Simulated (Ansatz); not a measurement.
Consider the silylene formation by 1,1-elimination: `C=C[SiH](F)Cl` → `F[Si]Cl` + ethylene.

Gas-phase electronic energies from Ansatz, PBE0-D4/def2-TZVP geometries. CCSD(T)/CBS is the MP2 limit (def2-TZVPP, def2-QZVPP) plus CCSD(T) − MP2 in def2-TZVPP, frozen cores. This one scheme is used for every species. DFT in def2-TZVPP. B3LYP here is the variant with VWN-RPA as its local correlation; programs differ in this. Each species was taken in one conformer, which may not be the lowest.

`C=C[SiH](F)Cl`:

```xyz
9

C    -0.990    0.127   -1.204
C    -0.119    0.658   -0.350
Si    0.622   -0.369    0.981
F     0.269    0.228    2.415
Cl    2.660   -0.376    0.839
H    -1.294   -0.914   -1.138
H    -1.439    0.704   -2.008
H     0.161    1.704   -0.455
H     0.130   -1.761    0.922
```

`F[Si]Cl`:

```xyz
3

F     0.024    0.587   -1.245
Si    0.584   -0.496   -0.205
Cl   -0.608   -0.090    1.450
```

`C=C`:

Z-matrix (Å, degrees):
```
C
C 1 1.323
H 1 1.085 2 121.7
H 1 1.085 2 121.7 3 -180.0
H 2 1.085 1 121.7 3 -0.0
H 2 1.085 1 121.7 3 -180.0
```

```tsv
level	ΔE (kJ/mol)
PBE-D4	145.3
B3LYP	130.2
```

Question: What does CCSD(T)/CBS give? (An estimate is asked.)

Answer: Ansatz gave: +158.1 kJ/mol. The listed levels differ from it by -12.8, -27.9 kJ/mol.

Largest T1 diagnostic among the species: 0.014.

At CCSD(T), def2-SVP lies −14.6 kJ/mol from the extrapolated value and def2-TZVPP −4.0 kJ/mol. Leaving LDA and LC-ωPBE aside and taking each functional with its dispersion term where it has one, the values, not all of them listed here, spread over 48.3 kJ/mol, from BLYP-D4 to r2SCAN0-D4. LDA lies +32.6 kJ/mol from PBE without D4. From BLYP to BHLYP (50 % exact exchange), in def2-TZVPP and without D4, ΔE moves by +43.1 kJ/mol.

CCSD(T)/CBS has its own doubt, a few kJ/mol and more with outer-core shells, so smaller differences from it don't rank the levels.
